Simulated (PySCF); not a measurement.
Computed shifts of a molecule C3H6GeO, PBE/pcSseg-1 run with PySCF, GIAO, gas phase, atoms alike by connectivity averaged where their shifts nearly agree, in ppm (number of nuclei): ¹³C: 200.7 (1), 47.7 (2). ¹H: 4.64 (1), 4.53 (1), 3.51 (2), 2.85 (2). References: ¹⁷O against H2O (σ = 334.3 ppm); ¹³C against TMS (σ = 182.0 ppm); ⁷³Ge against GeH4 (σ = 1614.4 ppm); ¹H against TMS (σ = 31.49 ppm), references at their B3LYP-D3(BJ)/def2-TZVP geometries, non-relativistic. Coordinates come from a B3LYP-D3(BJ)/def2-SVP optimisation. One conformer was computed; it need not be the lowest.

**Question.** Identify the compound among the candidates.
(A) [CH3][Ge@H]1[CH]=C[O]1
(B) O=C1[CH2][GeH2][CH2]1
(C) C1=C[O][GeH2][CH2]1
(D) CC1=[CH][GeH2][O]1

**Answer.** B, O=C1[CH2][GeH2][CH2]1
